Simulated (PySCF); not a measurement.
Excitations are Tamm–Dancoff values on a coarser integration grid. The basis has no diffuse functions, so Rydberg states are missing or too high.

# CH$_{6}$OS$_{3}$Sn, SMILES `C[O][Sn]([SH])([SH])[SH]` (charge 0, multiplicity 1)

Level of theory: PySCF 2.14.0 with PBE-D3(BJ)/def2-TZVP // PBE0-D3(BJ)/def2-SVP.

| Property | Value |
|---|---|
| HOMO | -6.38 eV |
| dipole moment | 0.87 D |
| HOMO–LUMO gap | 3.47 eV |
| LUMO | -2.91 eV |
| S1 excitation (TDA) | 3.56 eV |
| S1 oscillator strength | 0.000 |
| T1 excitation (TDA) | 3.34 eV |
| S1–T1 gap (TDA) | 0.22 eV |
| total energy | -1525.3602 Ha |
| cost | very roughly 8 core-minutes |

```xyz
12

C     -1.8769    -0.7654    -0.3552
O     -0.9576     0.1944    -0.8028
Sn     0.8724     0.2736    -0.0495
S      2.0237    -1.7808    -0.5572
S      0.8659     0.4755     2.3544
S      1.6441     2.2740    -1.1241
H     -2.8259    -0.6113    -0.8944
H     -1.5438    -1.8019    -0.5542
H     -2.0892    -0.6789     0.7278
H      2.5895    -1.8137     0.6707
H      0.8739     1.8257     2.2807
H      0.4239     2.4086    -1.6961
```
Charge 0, spin multiplicity 1.
